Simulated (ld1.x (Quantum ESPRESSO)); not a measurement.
**Cr (Z = 24) TM: all-electron and pseudo phase curves**

```json
{"Element": "chromium", "Generator": "ld1.x (Quantum ESPRESSO) 7.5", "Type": "norm-conserving Troullier–Martins (Kleinman–Bylander form)", "Functional": "PBEsol", "Relativity": "scalar-relativistic", "Frozen core": "[Ne]", "Valence charge": "14", "Reference configuration": "3s2 3p6 3d5 4s0 4p1", "Partial waves": "3s (bound): rc 1.40 bohr; 3p (bound): rc 1.25 bohr; 3d (bound): rc 1.30 bohr", "Local potential": "the d channel", "Core correction": "a·sin(br)/r model core inside 1.15 bohr"}
```

Occupied shells without a wave of their own: 4p. They enter only through the test configuration that unscreens the potential, and ld1.x also counts them in the model core charge.

The phase is arctan(r·u′/u) with u = r·R(r), unwrapped; energies in Ry, scanned from -8 to 5 Ry. A pole is an energy at which the radial function vanishes at the test radius. The pseudo phase is shifted by a multiple of π to meet the all-electron one at the reference energy, and phase errors are pseudo minus all-electron; the curves can meet again beyond the range given. Levels narrower than the energy grid can be missing from the lists of poles.

| channel | radius (bohr) | reference energy (Ry) | poles, all-electron | poles, pseudo | unbroken range about the reference energy with phases within 0.05 rad | phase error 1 Ry above the reference energy (rad) |
| --- | --- | --- | --- | --- | --- | --- |
| s | 1.55 | -5.52 | -4.66 | -4.67, 3.02 | below -0.6 | -0.001 |
| p | 1.55 | -3.44 | -2.32 | -2.31 | below 4.2 | +0.001 |
| d | 1.55 | -0.31 | 1.28 | 1.33 | below 4.3 | +0.005 |

ld1.x takes every shell without a wave as core, so the model core holds the 4p electrons as well and exchange and correlation see them twice. This cancels in the reference configuration, but the file is broken for other ones, and its errors say nothing about a proper core correction.

Phases in the s channel:

| E (Ry) | all-electron | pseudo |
| --- | --- | --- |
| -8.00 | 1.193 | 1.192 |
| -7.52 | 1.129 | 1.128 |
| -7.04 | 1.012 | 1.010 |
| -6.56 | 0.723 | 0.719 |
| -6.08 | -0.233 | -0.236 |
| -5.60 | -1.171 | -1.171 |
| -5.12 | -1.456 | -1.457 |
| -4.64 | -1.575 | -1.576 |
| -4.16 | -1.642 | -1.644 |
| -3.68 | -1.688 | -1.691 |
| -3.20 | -1.723 | -1.728 |
| -2.72 | -1.753 | -1.760 |
| -2.24 | -1.780 | -1.792 |
| -1.76 | -1.807 | -1.824 |
| -1.28 | -1.834 | -1.860 |
| -0.80 | -1.863 | -1.904 |
| -0.32 | -1.896 | -1.962 |
| 0.16 | -1.933 | -2.047 |
| 0.64 | -1.977 | -2.196 |
| 1.12 | -2.031 | -2.530 |
| 1.60 | -2.100 | -3.402 |
| 2.08 | -2.190 | -4.242 |
| 2.56 | -2.313 | -4.564 |
| 3.04 | -2.487 | -4.718 |
| 3.52 | -2.732 | -4.816 |
| 4.00 | -3.055 | -4.894 |
| 4.48 | -3.414 | -4.967 |
| 4.96 | -3.731 | -5.044 |
